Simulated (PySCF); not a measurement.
**Spinor energies of O+ (oxygen, charge +1)**

Start: [He] 2s2 2p3; 2p1/2 filled at m_j = -1/2, +1/2; 2p3/2 filled at m_j = +3/2. Calculated with PySCF 2.14 in x2c-QZVPPall-2c: generalised Hartree-Fock with the X2C-1e Hamiltonian and a Gaussian nucleus; one run each with spin-orbit coupling (SO) switched off, then screened by Boettger's factors.

```csv
spinor shell,electrons,"ε, spin-free (eV)","ε, screened SO (eV)",weight of nominal j (screened SO),"rms radius, screened SO (bohr)"
1s1/2,2,-581.20,-581.20,1.000,0.230
2s1/2,2,-49.069,-49.069,1.000,1.20
2p1/2,2,-36.205,-36.214,0.503,1.20
2p3/2,1,-36.205,-36.188,1.000,1.20
```

| quantity | spin-free | screened SO |
| --- | --- | --- |
| E (hartree) | -74.42954 | -74.42954 |
| M_J | 3/2 | 3/2 |
| ⟨J²⟩ | 3.756 | 3.756 |
| ⟨L²⟩ | 0.000 | 0.000 |
| ⟨S²⟩ | 3.756 | 3.755 |

Each row is a mean over spinors that exchange with the open shell spreads, by up to 14.718 eV (2s1/2).

Rows whose weight is well below 1 are mixtures of j = l ± 1/2: exchange outweighs spin-orbit coupling there, and the label is only the starting occupation.

Without spin-orbit coupling the j labels of p, d and f shells carry no meaning; the spin-free column gives the mean over the occupied spinors of each nl shell.
